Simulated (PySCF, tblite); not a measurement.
Isomers of C5H9ClS2Si, one GFN2-xTB conformer each. Single-point energies are computed at PBE0/pcSseg-1 (PySCF, gas phase, no added dispersion term), electronic only.

```tsv
SMILES	GFN2-xTB relative energy (kJ/mol)
C=CC[Si@@H](Cl)SC(C)=S	30.6
C/C(=C/Cl)[SiH]1SCCS1	0.0
```

Conformers: `[CH2:1]=[CH:2][CH2:3][Si@@H:4]([Cl:5])[S:6][C:7]([CH3:8])=[S:9]` with C1–C2–C3–Si4 112°, C2–C3–Si4–Cl5 55°, C3–Si4–S6–C7 -65°, Si4–S6–C7–C8 -176°; `[CH3:1]/[C:2](=[CH:3]/[Cl:4])[SiH:5]1[S:6][CH2:7][CH2:8][S:9]1` with C1–C2–Si5–S6 12°, C2–Si5–S6–C7 -114°, Si5–S6–C7–C8 -37°, S6–C7–C8–S9 60°, C7–C8–S9–Si5 -47°.

Question: What does PBE0/pcSseg-1 give for the same structures?

Answer: 
| SMILES | PBE0/pcSseg-1 E (Eh) | PBE0/pcSseg-1 (kJ/mol) | GFN2-xTB (kJ/mol) | point group |
| --- | --- | --- | --- | --- |
| C=CC[Si@@H](Cl)SC(C)=S | -1741.19483 | 0.0 | 30.6 | C1 |
| C/C(=C/Cl)[SiH]1SCCS1 | -1741.19374 | 2.9 | 0.0 | C1 |

GFN2-xTB puts C/C(=C/Cl)[SiH]1SCCS1 lowest instead. As drawn, the lower has a C=S bond, which the higher lacks. Neighbours under 10 kJ/mol apart (C=CC[Si@@H](Cl)SC(C)=S and C/C(=C/Cl)[SiH]1SCCS1) can change places with a better method, another conformer or zero-point energy.

Question: Which frontier levels, dipoles and rotational constants go with these structures?

Answer: 
```
                SMILES  HOMO (eV, PBE0/pcSseg-1)  LUMO (eV)  dipole (D)       A, B, C (MHz)
C=CC[Si@@H](Cl)SC(C)=S                     -6.59      -2.18        1.80  1285, 510.5, 487.3
 C/C(=C/Cl)[SiH]1SCCS1                     -7.00      -0.94        1.81  1394, 593.0, 476.9
```

Question: What happens when harmonic zero-point energies from GFN2-xTB frequencies are added?

Answer: 
```csv
SMILES,ZPE (kJ/mol),electronic (kJ/mol),with ZPE (kJ/mol)
C=CC[Si@@H](Cl)SC(C)=S,327.0,0.0,0.0
C/C(=C/Cl)[SiH]1SCCS1,334.4,2.9,10.3
```

The zero-point energies span 7.4 kJ/mol. The order is unchanged.

Question: As an exercise, what shares would exp(−E/RT) give at 2000 K from these electronic energies alone (no entropy, no degeneracies)?

Answer: RT = 16.629 kJ/mol: C=CC[Si@@H](Cl)SC(C)=S 54.3 %, C/C(=C/Cl)[SiH]1SCCS1 45.7 %.
